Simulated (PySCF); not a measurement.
Mapped SMILES: `[BH2:1][C:2](=[CH2:3])[C:4]#[CH:5]`. Each H is labelled by its parent atom. Ha(C3) is cis to B1; Hb(C3) is trans to B1.

Geometry: PBE0-D3(BJ)/def2-SVP; GIAO absolute shieldings from PySCF, gas phase, non-relativistic, averaged over equivalent atoms.

At B97-D/pcSseg-2 (250 basis functions, 18 s wall time on 1 thread of an AMD EPYC 9R45 96-Core, shared host):
```json
{"atoms": "B1", "σ (ppm)": "24.1"}
{"atoms": "C3", "σ (ppm)": "13.5"}
{"atoms": "C2", "σ (ppm)": "34.3"}
{"atoms": "C4", "σ (ppm)": "90.2"}
{"atoms": "C5", "σ (ppm)": "93.8"}
{"atoms": "Hb(C3)", "σ (ppm)": "24.15"}
{"atoms": "Ha(C3)", "σ (ppm)": "24.56"}
{"atoms": "H(B1)", "σ (ppm)": "24.84"}
{"atoms": "H(C5)", "σ (ppm)": "28.16"}
```

Estimate the result of repeating the calculation with mPW1PW91/pcSseg-2.

## Answers


```csv
atoms,σ at mPW1PW91/pcSseg-2,change
B1,21.0,-3.1
C3,8.9,-4.6
C2,33.5,-0.8
C4,93.5,+3.3
C5,92.2,-1.6
Hb(C3),23.93,-0.22
Ha(C3),24.29,-0.27
H(B1),24.53,-0.31
H(C5),28.07,-0.09
```

The largest change is at C3 (terminal =CH2 carbon). Cost: 250 basis functions, 11 s wall time on 1 thread of an AMD EPYC 9R45 96-Core, shared host. The order of the carbon signals changes between the two levels.

A carbon bonded to boron is broadened by the quadrupolar boron nucleus and is often missing from a measured spectrum.
